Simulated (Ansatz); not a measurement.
```yaml
crystal:
  periodic: [false, false, false]
  atoms:
    - {symbol: C, position_ang: [-1.029889, -0.888525, 0.224401]}
    - {symbol: N, position_ang: [0.075817, 0.011919, 0.014543]}
    - {symbol: C, position_ang: [1.301244, -0.432517, 0.622494]}
    - {symbol: In, position_ang: [-0.131601, 1.696083, -1.026095]}
    - {symbol: F, position_ang: [-2.014043, 1.731353, -1.581500]}
    - {symbol: H, position_ang: [-1.241524, -1.020607, 1.296133]}
    - {symbol: H, position_ang: [-0.818915, -1.885800, -0.190053]}
    - {symbol: H, position_ang: [-1.933735, -0.507958, -0.254188]}
    - {symbol: H, position_ang: [1.196056, -0.544952, 1.712415]}
    - {symbol: H, position_ang: [2.115687, 0.273971, 0.442724]}
    - {symbol: H, position_ang: [1.618732, -1.409822, 0.227926]}
    - {symbol: H, position_ang: [0.862161, 2.976855, -1.488802]}
basis:
  gaussian: {orbitals: def2-mTZVPP}
magnetization: {spin_polarized: true, initial_magnetization: 0}
hamiltonian: {xc: {name: BLYP}}
```

```sh
$ ansatz run in.yaml --threads 4 --pin off --events-out ev --progress --plain --max-ram 10444MiB
```

It prints (some lines left out):

```
Functional definition: BLYP
1444 factors; their error is unknown
mean field evaluation 1: about -11548.1615 eV, gradient 7.0e1 eV
mean field evaluation 2: about -11403.8137 eV, gradient 1.7e2 eV
mean field evaluation 4: about -11566.0090 eV, gradient 2.4e1 eV
mean field evaluation 8: about -11568.4506 eV, gradient 1.9e-1 eV
mean field evaluation 16: about -11568.4167 eV, gradient 1.8e-3 eV
mean field -11568.41673116 eV, -425.1314735156 hartree, gradient 2.2e-5 eV, S^2 0.000000; 0 other end points of the search recorded, 0 dependent functions left out
reference -11568.41715117 eV, -425.1314889509 hartree; 28, 28 occupied and 129, 129 virtual orbitals, 1444 factors
Total energy: -11568.41715117 eV, -425.1314889509 hartree
```

Run time 1.4 s (4 threads of an Intel Xeon Platinum 8488C on a shared host); peak host memory 0.51 GiB.
